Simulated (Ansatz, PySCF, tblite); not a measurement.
Bond stretch in MgB (anion, charge -1), lowest triplet found (which spin is the ground state isn't settled by this scan).

Levels: GFN2-xTB, 300 K electronic temperature (tblite); UMP2/6-31G* = unrestricted MP2 (frozen core)/6-31G*, spherical d in PySCF; UHF/LANL2DZ = unrestricted Hartree-Fock/LANL2DZ, with its core potentials past Ne (PySCF 2.14.0); FCI = full CI/aug-cc-pVDZ, frozen core (Ansatz, an electronic-structure program).

Energies relative to the lowest point of each curve between 1.89 and 2.67 Å, where full CI is lowest, in eV; the last columns give the difference from FCI:

```
R / Å  GFN2-xTB  UMP2/6-31G*  UHF/LANL2DZ    FCI  GFN2-xTB − FCI  UMP2/6-31G* − FCI  UHF/LANL2DZ − FCI
-----  --------  -----------  -----------  -----  --------------  -----------------  -----------------
1.64      1.870        2.331        2.663  2.756          -0.886             -0.425             -0.093
1.76      0.665        1.181        1.428  1.554          -0.889             -0.373             -0.125
1.89      0.140        0.436        0.627  0.751          -0.612             -0.315             -0.125
1.97      0.026        0.165        0.332  0.441          -0.415             -0.276             -0.109
2.04      0.000        0.015        0.164  0.254          -0.254             -0.240             -0.090
2.14      0.036        0.000        0.036  0.090          -0.054             -0.090             -0.054
2.21      0.092        0.049        0.002  0.030           0.062              0.019             -0.028
2.28      0.164        0.058        0.000  0.003           0.161              0.055             -0.003
2.32      0.210        0.064        0.009  0.000           0.210              0.064              0.009
2.44      0.357        0.091        0.043  0.028           0.329              0.063              0.015
2.54      0.484        0.128        0.055  0.080           0.404              0.048             -0.026
2.67      0.639        0.191        0.087  0.169           0.470              0.022             -0.082
```

GFN2-xTB is furthest from FCI at 1.76 (-0.889 eV, below); its mean absolute difference over the points is 0.396 eV.

UMP2/6-31G* is furthest from FCI at 1.64 (-0.425 eV, below); its mean absolute difference over the points is 0.166 eV.

UHF/LANL2DZ is furthest from FCI at 1.76 (-0.125 eV, below); its mean absolute difference over the points is 0.063 eV.

The scan ran from 1.64 to 7.61 Å; beyond the distances shown full CI changes its symmetry label. Where the anion isn't bound against loss of the electron, the finite basis alone holds it. The unrestricted determinant behind UMP2/6-31G*, UHF/LANL2DZ is spin-contaminated at 1.64 to 2.67 Å (<S²> up to 2.8, against 2.00 for a pure triplet).
